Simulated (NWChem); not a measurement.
System: GaCl, singlet; SMILES [Cl][Ga]

All runs: NWChem. Low-valent species are run as closed-shell singlets; no triplet was tried in these runs. Geometry: optimised at B3LYP/6-31G* (spherical d). Ions are spin-unrestricted doublets at the neutral geometry; other ion states weren't tried.

### Question
What does the run give for PBE/def2-TZVP? Quantities: −ε(HOMO) (eV).

### Answer
```
Quantity       Result
-------------  ------
−ε(HOMO) (eV)    6.53
```
